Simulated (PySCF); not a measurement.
Compound: C6H4F3OS (charge +1).
SMILES with atom numbers: `[CH3:1][O:2][c:3]1[c:4]([F:5])[cH:6][s+:7][c:8]([F:9])[c:10]1[F:11]` (hydrogens: H12, H13, H14 on C1; H15 on C6)

Computed geometry: GFN2-xTB, gas phase.

Problem. Give the optimised bond lengths and angles.

Solution. 
| bond | length (pm) | order |
| --- | --- | --- |
| C1–O2 | 142.3 | single |
| O2–C3 | 129.3 | single |
| C3–C4 | 143.8 | aromatic |
| C4–F5 | 132.3 | single |
| C4–C6 | 136.0 | aromatic |
| C6–S7 | 170.0 | aromatic |
| S7–C8 | 171.5 | aromatic |
| C8–F9 | 131.2 | single |
| C8–C10 | 138.0 | aromatic |
| C10–F11 | 133.3 | single |
| C3–C10 | 142.1 | aromatic |
| C1–H12, C1–H13, C1–H14 | 109.1 | single |
| C6–H15 | 108.3 | single |

Bonds in one row agree within 1 pm and their mean is given. Orders are formal, as drawn. A selection of angles:
| angle | degrees |
| --- | --- |
| C1–O2–C3 | 125.2 |
| O2–C3–C4 | 115.4 |
| O2–C3–C10 | 127.5 |
| C4–C3–C10 | 117.1 |
| C3–C4–F5 | 115.4 |
| C3–C4–C6 | 126.3 |
| F5–C4–C6 | 118.3 |
| C4–C6–S7 | 125.6 |
| C6–S7–C8 | 100.3 |
| S7–C8–F9 | 114.7 |
| S7–C8–C10 | 126.4 |
| F9–C8–C10 | 118.9 |
| C8–C10–F11 | 116.6 |
| C3–C10–C8 | 124.4 |
| C3–C10–F11 | 119.0 |

Dihedral angles: C1–O2–C3–C4 180° (antiperiplanar).

C6 (aromatic CH next to a ring sulfur) is planar (angles 125.6°, 118.9° and 115.6°, sum 360.0°, 0.00 Å off the plane of its three neighbours). The C–O distances run from 1.293 Å (O2–C3, drawn single) to 1.423 Å (C1–O2, drawn single), a spread of 0.130 Å. Of the pairs four or more bonds apart, C1···F11 is among the closest relative to their van der Waals radii: 2.72 Å, 86 % of the sum of Bondi's values. The 6-membered ring C3–C4–C6–S7–C8–C10 has internal angles of 100.3° to 126.4°; it is planar, 0.00 Å rms from its mean plane, widest ring torsion 0°. C10 (aromatic C–F carbon) is planar (angles 124.4°, 119.0° and 116.6°, sum 360.0°, 0.00 Å off the plane of its three neighbours). C8 (aromatic C–F carbon) is planar (angles 126.4°, 118.9° and 114.7°, sum 360.0°, 0.00 Å off the plane of its three neighbours). The 11 heavy atoms lie in one plane (0.000 Å rms).

Point group: Cs (tolerance 0.08 Å). No frequency check.

One conformer stands for the species.
